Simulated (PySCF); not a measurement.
NICS in one family of compounds.

Probes without a nucleus sit at each ring's centroid and 1 Å off its mean plane on both sides; NICS is minus the shielding there, NICSzz its component along the normal. Level: GIAO PBE0/pcSseg-1 (PySCF, non-relativistic, gas phase) on the GFN2-xTB geometries, one conformer each. Atom numbers follow the mapped SMILES.

Question: Order these rings by mean NICS(1)zz, lowest (most negative) first (ppm).
A. ring C2–C3–C4–P5–C6–C11 in `[CH3:1][c:2]1[cH:3][cH:4][p:5][c:6]2[cH:7][cH:8][cH:9][cH:10][c:11]12`
B. ring C4–P5–C6–C7–C8–C9 in `[cH:1]1[cH:2][cH:3][c:4]2[p:5][cH:6][cH:7][cH:8][c:9]2[cH:10]1`
C. ring C5–C6–C7–C8–C9–C10 in `[CH3:1][c:2]1[cH:3][p:4][c:5]2[cH:6][cH:7][cH:8][cH:9][c:10]2[cH:11]1`

Answer: C (-29.6), B (-25.9), A (-24.7).

```json
{"SMILES": "Cc1cpc2ccccc2c1", "ring": "6-membered carbocycle; formal bonds all aromatic", "NICS(0)": "-8.8", "NICS(1)": "-11.9", "NICS(1)zz": "-29.6", "HOMA": "0.88", "rms pucker (Å)": "0.00", "ring atoms with four or more neighbours": "0"}
{"SMILES": "c1ccc2pcccc2c1", "ring": "6-membered ring with P; formal bonds all aromatic", "NICS(0)": "-7.2", "NICS(1)": "-10.5", "NICS(1)zz": "-25.9", "HOMA": "0.80", "rms pucker (Å)": "0.00", "ring atoms with four or more neighbours": "0"}
{"SMILES": "Cc1ccpc2ccccc12", "ring": "6-membered ring with P; formal bonds all aromatic", "NICS(0)": "-6.9", "NICS(1)": "-10.2", "NICS(1)zz": "-24.7", "HOMA": "0.78", "rms pucker (Å)": "0.00", "ring atoms with four or more neighbours": "0"}
```

NICS(0) gives the same order. The isotropic NICS(1) gives the same order. HOMA uses Krygowski's 1993 parameters. NICS(1) and NICS(1)zz are means over the two faces.
